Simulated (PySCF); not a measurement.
Ti(Cl)3(OH) cation (Cl3HOTi), SMILES [OH][Ti]([Cl])([Cl])[Cl] (connectivity only; charge and spin as stated), charge +1, multiplicity 2.

Geometry: PBE0-D3(BJ)/def2-SVP. A frequency run showed that this geometry is not a minimum. The spin state was assumed, not searched. The isomer is the one that the SMILES or the coordinates give; other isomers of the formula were not compared. One conformer was computed; it need not be the lowest.

These are CAM-B3LYP/def2-TZVP (PySCF) values and carry that method's errors.

Isolated molecule, no solvent.

Problem. Estimate the frontier levels, dipole moment and polarisability. (Estimate from the structure and the level; the computed values follow.)

Solution. 
The α spin, highest occupied and lowest empty level comes out as -16.47 and -7.50 eV. The β spin, highest occupied and lowest empty level is -15.92 and -12.09 eV and the dipole moment about the centre of nuclear charge is 2.58 D. The mean static polarisability is 135.7 bohr³ (20.11 Å³) and the polarisability, principal values is 66.0, 170.5, 170.5 bohr³. The ⟨S²⟩ comes out as 0.792 (pure state 0.75).
